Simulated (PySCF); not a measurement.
From one molecule to another.

First species: C3H8S2Si.
SMILES: `CS/C=C\S[SiH3]`

Second species: C3H8S2Si.
Cartesian coordinates in Å at the GFN2-xTB level; atoms count from 1:
```xyz
14
C3H8S2Si angstrom
C     -1.554   -0.605    0.093
C     -0.683    0.317    0.928
C      0.022    1.380    0.107
S      1.238    0.668   -1.057
Si     1.979   -0.829    0.285
S      0.561   -0.650    1.877
H     -2.357   -0.037   -0.373
H     -0.965   -1.080   -0.690
H     -1.989   -1.379    0.720
H     -1.287    0.810    1.695
H      0.553    2.080    0.751
H     -0.695    1.928   -0.504
H      1.886   -2.117   -0.379
H      3.289   -0.487    0.804
```

Levels: PBE0/def2-SVPD for HOMO energy, LUMO energy, HOMO–LUMO gap and static isotropic polarisability; TDDFT PBE0/def2-SVPD for lowest singlet excitation; TDA PBE0/def2-SVPD for lowest triplet excitation (Tamm–Dancoff). Geometries: GFN2-xTB. Each structure is a single optimised conformer of the isolated species, non-relativistic unless stated; the electronic structure was computed with PySCF and density fitting.

The conformers computed, where there is a choice (atom-mapped SMILES and torsion angles):
- `[CH3:1][S:2]/[CH:3]=[CH:4]\[S:5][SiH3:6]`: C1–S2–C3–C4 155°, C3–C4–S5–Si6 -35°

The conformers of `C[C@@H]1CS[SiH2]S1` aren't listed.

```tsv
property	column X	column Y
HOMO energy	-7.01 eV	-6.01 eV
LUMO energy	-0.43 eV	-0.40 eV
HOMO–LUMO gap	6.58 eV	5.61 eV
lowest singlet excitation	5.15 eV	4.59 eV
lowest triplet excitation (Tamm–Dancoff)	4.80 eV	3.42 eV
static isotropic polarisability	98.4 au	107.9 au
```

Task: Which column belongs to which species?

Result: Column X is the second species and column Y the first. The first has 14 atoms and 72 electrons, the second 14 and 72.

Task: How does each property change from the first species to the second?

Result: HOMO energy -1.00 eV; LUMO energy -0.03 eV; HOMO–LUMO gap +0.97 eV; lowest singlet excitation +0.56 eV; lowest triplet excitation (Tamm–Dancoff) +1.38 eV; static isotropic polarisability -9.5 au.

On the first: The vertical singlet–triplet gap S1 − T1 is 1.17 eV (TDDFT singlet less Tamm–Dancoff triplet; S1: HOMO→LUMO, weight 0.48, beside HOMO→LUMO+1, weight 0.46; T1: HOMO→LUMO, weight 0.90). S1 lies 1.02 eV below the HOMO–LUMO gap; its leading configuration is HOMO→LUMO, weight 0.48, beside HOMO→LUMO+1, weight 0.46.

On the second: The polarisability is 14.58 Å³ as a volume (1 au = 0.148185 Å³), or 1.37 au for each of the 72 electrons. The vertical singlet–triplet gap S1 − T1 is 0.35 eV (TDDFT singlet less Tamm–Dancoff triplet).
